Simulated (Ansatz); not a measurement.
W4Se8⁺. The state is a doublet with charge 1. Geometry PBE-D4/def2-SVP.

```xyz
12

W    -0.774   -1.229    0.521
W     0.670    0.820    1.201
W     1.524   -0.418   -1.312
W    -1.903    0.882    1.426
Se   -0.380    2.003    3.064
Se   -0.772   -1.884   -1.869
Se    3.613   -1.088   -1.899
Se    1.716    1.959   -0.669
Se    0.080   -0.093   -3.261
Se    1.611   -1.532    1.201
Se   -2.691    2.007   -0.402
Se   -2.694   -1.427    2.000
```

In the def2 sets W takes a core potential; there is no spin–orbit coupling. Single mean-field runs in def2-TZVP are fitted with def2-universal-jkfit. The structure comes from a short search, and lower isomers may exist.

(1) Estimate the α-spin orbital energies around the gap (eV) in Ansatz with LDA (SPW92)/def2-TZVP, PBE-D4/def2-SVP, PBE-D4/def2-TZVP, PBE0-D4/def2-SVP, PBE0-D4/def2-TZVP.

Results:

(1) 
```json
{"orbital": "HOMO−9", "LDA (SPW92)/def2-TZVP": "-10.96", "PBE-D4/def2-SVP": "-10.86", "PBE-D4/def2-TZVP": "-10.75", "PBE0-D4/def2-SVP": "-11.97", "PBE0-D4/def2-TZVP": "-11.83"}
{"orbital": "HOMO−8", "LDA (SPW92)/def2-TZVP": "-10.80", "PBE-D4/def2-SVP": "-10.67", "PBE-D4/def2-TZVP": "-10.60", "PBE0-D4/def2-SVP": "-11.77", "PBE0-D4/def2-TZVP": "-11.66"}
{"orbital": "HOMO−7", "LDA (SPW92)/def2-TZVP": "-10.70", "PBE-D4/def2-SVP": "-10.58", "PBE-D4/def2-TZVP": "-10.50", "PBE0-D4/def2-SVP": "-11.70", "PBE0-D4/def2-TZVP": "-11.59"}
{"orbital": "HOMO−6", "LDA (SPW92)/def2-TZVP": "-10.53", "PBE-D4/def2-SVP": "-10.41", "PBE-D4/def2-TZVP": "-10.32", "PBE0-D4/def2-SVP": "-11.47", "PBE0-D4/def2-TZVP": "-11.34"}
{"orbital": "HOMO−5", "LDA (SPW92)/def2-TZVP": "-10.04", "PBE-D4/def2-SVP": "-10.01", "PBE-D4/def2-TZVP": "-9.86", "PBE0-D4/def2-SVP": "-11.20", "PBE0-D4/def2-TZVP": "-11.00"}
{"orbital": "HOMO−4", "LDA (SPW92)/def2-TZVP": "-9.95", "PBE-D4/def2-SVP": "-9.89", "PBE-D4/def2-TZVP": "-9.75", "PBE0-D4/def2-SVP": "-11.04", "PBE0-D4/def2-TZVP": "-10.87"}
{"orbital": "HOMO−3", "LDA (SPW92)/def2-TZVP": "-9.91", "PBE-D4/def2-SVP": "-9.79", "PBE-D4/def2-TZVP": "-9.71", "PBE0-D4/def2-SVP": "-10.78", "PBE0-D4/def2-TZVP": "-10.68"}
{"orbital": "HOMO−2", "LDA (SPW92)/def2-TZVP": "-9.83", "PBE-D4/def2-SVP": "-9.71", "PBE-D4/def2-TZVP": "-9.63", "PBE0-D4/def2-SVP": "-10.69", "PBE0-D4/def2-TZVP": "-10.58"}
{"orbital": "HOMO−1", "LDA (SPW92)/def2-TZVP": "-9.64", "PBE-D4/def2-SVP": "-9.53", "PBE-D4/def2-TZVP": "-9.44", "PBE0-D4/def2-SVP": "-10.51", "PBE0-D4/def2-TZVP": "-10.39"}
{"orbital": "HOMO", "LDA (SPW92)/def2-TZVP": "-9.05", "PBE-D4/def2-SVP": "-8.99", "PBE-D4/def2-TZVP": "-8.89", "PBE0-D4/def2-SVP": "-9.95", "PBE0-D4/def2-TZVP": "-9.81"}
{"orbital": "LUMO", "LDA (SPW92)/def2-TZVP": "-8.40", "PBE-D4/def2-SVP": "-8.26", "PBE-D4/def2-TZVP": "-8.18", "PBE0-D4/def2-SVP": "-7.89", "PBE0-D4/def2-TZVP": "-7.76"}
{"orbital": "LUMO+1", "LDA (SPW92)/def2-TZVP": "-8.13", "PBE-D4/def2-SVP": "-8.02", "PBE-D4/def2-TZVP": "-7.90", "PBE0-D4/def2-SVP": "-7.54", "PBE0-D4/def2-TZVP": "-7.37"}
{"orbital": "LUMO+2", "LDA (SPW92)/def2-TZVP": "-7.89", "PBE-D4/def2-SVP": "-7.76", "PBE-D4/def2-TZVP": "-7.66", "PBE0-D4/def2-SVP": "-7.23", "PBE0-D4/def2-TZVP": "-7.07"}
{"orbital": "LUMO+3", "LDA (SPW92)/def2-TZVP": "-7.68", "PBE-D4/def2-SVP": "-7.53", "PBE-D4/def2-TZVP": "-7.43", "PBE0-D4/def2-SVP": "-6.91", "PBE0-D4/def2-TZVP": "-6.76"}
{"orbital": "LUMO+4", "LDA (SPW92)/def2-TZVP": "-7.49", "PBE-D4/def2-SVP": "-7.37", "PBE-D4/def2-TZVP": "-7.27", "PBE0-D4/def2-SVP": "-6.82", "PBE0-D4/def2-TZVP": "-6.66"}
{"orbital": "LUMO+5", "LDA (SPW92)/def2-TZVP": "-7.36", "PBE-D4/def2-SVP": "-7.21", "PBE-D4/def2-TZVP": "-7.11", "PBE0-D4/def2-SVP": "-6.57", "PBE0-D4/def2-TZVP": "-6.42"}
{"orbital": "β HOMO", "LDA (SPW92)/def2-TZVP": "-9.58", "PBE-D4/def2-SVP": "-9.45", "PBE-D4/def2-TZVP": "-9.36", "PBE0-D4/def2-SVP": "-10.29", "PBE0-D4/def2-TZVP": "-10.17"}
{"orbital": "β LUMO", "LDA (SPW92)/def2-TZVP": "-8.83", "PBE-D4/def2-SVP": "-8.65", "PBE-D4/def2-TZVP": "-8.54", "PBE0-D4/def2-SVP": "-8.14", "PBE0-D4/def2-TZVP": "-7.98"}
```
